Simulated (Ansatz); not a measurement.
Stretching the Sn1–H2 bond in FHSn (SMILES [F][SnH]) (multiplicity 1 held, fragments rigid). Energies count from the point at 1.793 Å.
Geometry at that point (charge 0, multiplicity 1):
```xyz
3

Sn    -0.09096    -0.17371     0.21891
H     -1.03509    -1.08912    -1.00040
F      0.62035     1.08605    -1.10499
```

Signs of static correlation in def2-SVP, with CASSCF(2,2), from Ansatz (an electronic-structure program) runs.

| R (Å) | T1 of restricted CCSD | ⟨S²⟩ of UHF | largest double amplitude of restricted CCSD | weight of the CASSCF reference in MRCISD | CASSCF natural occupations |
|---|---|---|---|---|---|
| 1.435 | 0.019 | 0.051 | 0.091 | 0.927 | 1.98 0.02 |
| 1.614 | 0.019 | 0.000 | 0.083 | 0.927 | 1.98 0.02 |
| 1.793 | 0.019 | 0.000 | 0.072 | 0.927 | 1.97 0.03 |
| 1.973 | 0.020 | 0.000 | 0.078 | 0.927 | 1.96 0.04 |
| 2.152 | 0.021 | 0.000 | 0.083 | 0.927 | 1.94 0.06 |
| 2.421 | 0.024 | 0.244 | 0.149 | 0.927 | 1.89 0.11 |
| 2.690 | 0.029 | 0.616 | 0.236 | 0.927 | 1.82 0.18 |
| 3.138 | [?] | 0.877 | 0.384 | 0.927 | 1.66 0.34 |
| 3.587 | 0.070 | 0.966 | 0.559 | 0.927 | 1.45 0.55 |
| 4.125 | 0.095 | 1.000 | [?] | 0.927 | 1.25 0.75 |
| 4.842 | 0.113 | 1.010 | 0.953 | 0.927 | 1.10 0.90 |
| 5.739 | 0.119 | 1.012 | 1.053 | 0.927 | 1.03 0.97 |

Complete the blanks.


- 3.138, T1 of restricted CCSD: 0.047
- 4.125, largest double amplitude of restricted CCSD: 0.766

Doubts at one or more of the structures used: a restricted determinant that unrestricted orbitals would lower (R-CCSD(T)/def2-SVP); other coupled-cluster roots lie near (R-CCSD(T)/def2-SVP); T1 above 0.05 (R-CCSD(T)/def2-SVP, U-CCSD(T)/def2-SVP); a spin-contaminated determinant (U-CCSD(T)/def2-SVP).
